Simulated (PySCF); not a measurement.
W(O)(NH)(Me)(SH) (CH₅NOSW), SMILES [CH3][W](=[NH])(=[O])[SH], multiplicity 1.

Geometry optimised at B3LYP-D3(BJ)/def2-SVP. The multiplicity is an assumed one; no other spin state was optimised. The structure was generated by enumeration; whether it is a known compound was not checked. The def2 effective core potentials stand for the cores of W; spin–orbit coupling is left out. One conformer was computed; it need not be the lowest.

Two levels are set side by side: PBE/def2-TZVP (PySCF) and ωB97X/def2-TZVP (PySCF). Same geometry, gas phase. Differences are taken from unrounded values.

```
quantity                      ωB97X    PBE  PBE minus ωB97X
---------------------------  ------  -----  ---------------
orbital gap (eV)              10.12   3.76            -6.36
highest occupied level (eV)  -10.36  -6.75             3.61
lowest empty level (eV)       -0.24  -3.00            -2.75
dipole moment (D)              1.26   1.12            -0.13
mean polarisability (bohr³)    81.7   85.0              3.3
```

Without exact exchange PBE keeps part of each electron's self-repulsion, which lifts occupied levels and narrows the gap. Loosely held outer electrons make PBE densities more polarisable. Differences between two approximate levels are no errors against the true value.

Rough cost on one machine, each run with all the roots and properties that it gave: ωB97X against PBE within a factor of 2.
